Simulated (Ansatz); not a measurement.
Molecule: CH6FSi2, charge -1, multiplicity 1. It need not be the lowest isomer of its formula. Whether it binds its extra electron was not tested at this geometry. 
Coordinates optimised at B3LYP-D3(BJ)/def2-TZVP (Ansatz, a quantum-chemistry and plane-wave program):
SMILES: [SiH3]C[SiH-]F
```xyz
10

F      1.6339    -1.0640    -0.5401
Si     1.2506     0.5869    -0.3813
C     -0.2455     0.3482     0.9166
Si    -1.8309    -0.1245     0.0969
H      2.2782     0.9150     0.7404
H     -0.3868     1.3071     1.4311
H      0.0351    -0.3960     1.6705
H     -1.7081    -1.3287    -0.7715
H     -2.9592    -0.4519     1.0375
H     -2.3669     0.9688    -0.7648
```
Charge -1, spin multiplicity 1.

Basis-set convergence of Hartree-Fock and CCSD correlation energies (hartree) with Ansatz. Correlated levels leave the core frozen unless marked. No spin-orbit coupling. No relativistic terms.

```tsv
basis	functions	E(HF)	E(corr, CCSD)
aug-cc-pV(D+d)Z	164	-718.73269	-0.63963
aug-cc-pV(T+d)Z	340	-718.79469	-0.75697
aug-cc-pV(Q+d)Z	614	-718.81076	-0.79464
```

Extrapolating the two largest sets (X = 3 and 4) as X^-3: E(corr) = (64·(-0.79464) - 27·(-0.75697))/37 = -0.8221 Eh, an estimate of the basis-set limit. The largest set recovers 96.7 % of it, the smallest 77.8 %.
